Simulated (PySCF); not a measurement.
C₂H₇OSi, SMILES C[Si](C)O, multiplicity 2.

Coordinates come from a PBE-D3(BJ)/def2-SVP optimisation. The isomer is the one that the SMILES or the coordinates give; other isomers of the formula were not compared. One conformer was computed; it need not be the lowest.

Calculation: TDA-PBE/def2-SVPD run with PySCF.

Vertical excitations. Gas-phase values at a fixed geometry.

```csv
state,energy (eV),λ (nm),f,main pairs
root 1,3.83,324,0.018,α HOMO→LUMO 99 %
root 2,4.45,278,0.028,α HOMO→LUMO+1 99 %
root 3,4.49,276,0.016,β HOMO→LUMO 99 %
root 4,4.83,257,0.081,α HOMO→LUMO+2 99 %
root 5,5.36,231,0.025,β HOMO−1→LUMO 91 %
root 6,5.50,225,0.107,α HOMO→LUMO+3 97 %
root 7,5.80,214,0.029,"α HOMO→LUMO+4 90 %, β HOMO−2→LUMO 9 %"
root 8,5.87,211,0.026,"α HOMO→LUMO+4 7 %, α HOMO→LUMO+5 6 %, β HOMO−2→LUMO 78 %"
root 9,5.96,208,0.021,α HOMO→LUMO+5 93 %
root 10,6.09,204,0.000,α HOMO→LUMO+6 93 %
```
Unrestricted roots are not spin-pure.
